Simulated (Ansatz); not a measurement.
Computed with Ansatz on PBE0-D4/def2-TZVP structures; ΔE is electronic, products minus reactants. CCSD(T)/CBS is the MP2 limit (def2-TZVPP, def2-QZVPP) plus CCSD(T) − MP2 in def2-TZVPP, frozen cores. This one scheme is used for every species, atoms too. Functionals use def2-TZVPP. B3LYP here is the variant with VWN-RPA as its local correlation; programs differ in this. HSE06 is defined as in plane-wave codes. No spin–orbit coupling; open shells (•) take unrestricted orbitals. Spin–orbit coupling would lower the free atoms: a little for O, Si. Each species was taken in one conformer, which may not be the lowest.

`N[Si](O)O`• → 4 H• + N• + 2 O• + Si•  (atomization)

```
             level  ΔE (kJ/mol)  difference from CCSD(T)/CBS
       LDA (SPW92)       3437.2                        465.3
            PBE-D4       3017.2                         45.3
         revPBE-D4       2926.5                        -45.4
           BLYP-D4       2975.6                          3.7
         r2SCAN-D4       2964.3                         -7.6
            B97M-V       2948.5                        -23.4
           PBE0-D4       2929.0                        -42.9
        r2SCAN0-D4       2888.9                        -83.0
          HSE06-D4       2931.9                        -40.0
          BHLYP-D4       2828.7                       -143.2
      CAM-B3LYP-D4       2977.3                          5.4
           ωB97X-V       2961.9                        -10.0
           ωB97M-V       2963.8                         -8.1
          PBE-QIDH       2905.7                        -66.2
               PBE       3003.5                         31.6
            revPBE       2882.3                        -89.6
              BLYP       2944.8                        -27.1
            r2SCAN       2961.2                        -10.7
              PBE0       2917.7                        -54.2
             B3LYP       2932.5                        -39.4
           r2SCANh       2930.2                        -41.7
           r2SCAN0       2885.2                        -86.7
             HSE06       2921.4                        -50.5
             BHLYP       2812.3                       -159.6
         CAM-B3LYP       2965.9                         -6.0
           LC-ωPBE       2943.3                        -28.6
       HF/def2-SVP       1925.4                      -1046.5
      MP2/def2-SVP       2728.4                       -243.5
     CCSD/def2-SVP       2628.7                       -343.2
  CCSD(T)/def2-SVP       2657.7                       -314.2
     HF/def2-TZVPP       1997.3                       -974.6
    MP2/def2-TZVPP       2943.6                        -28.3
SCS-MP2/def2-TZVPP       2922.3                        -49.6
   CCSD/def2-TZVPP       2810.1                       -161.8
     HF/def2-QZVPP       2008.9                       -963.0
    MP2/def2-QZVPP       3011.6                         39.7
SCS-MP2/def2-QZVPP       2997.8                         25.9
      HF/CBS(def2)       2010.5                       -961.4
     MP2/CBS(def2)       3055.1                         83.2
    CCSD/CBS(def2)       2921.6                        -50.3
       CCSD(T)/CBS       2971.9                            0
```

Largest T1 diagnostic among the species: 0.014.

Leaving LDA and LC-ωPBE aside and taking each functional with its dispersion term where it has one, the values spread over 188.4 kJ/mol, from BHLYP-D4 to PBE-D4. LDA lies +433.7 kJ/mol from PBE without D4, its usual overbinding. From r2SCAN to r2SCAN0 (25 % exact exchange), in def2-TZVPP and without D4, ΔE moves by −76.0 kJ/mol: exact exchange takes away binding that semilocal exchange gives to molecules.

For atomizations the MP2-based limit and the directly extrapolated one differ by several kJ/mol either way, and by 10 to 25 for some Ge, Se and Sn compounds, so smaller differences from it don't rank the levels.
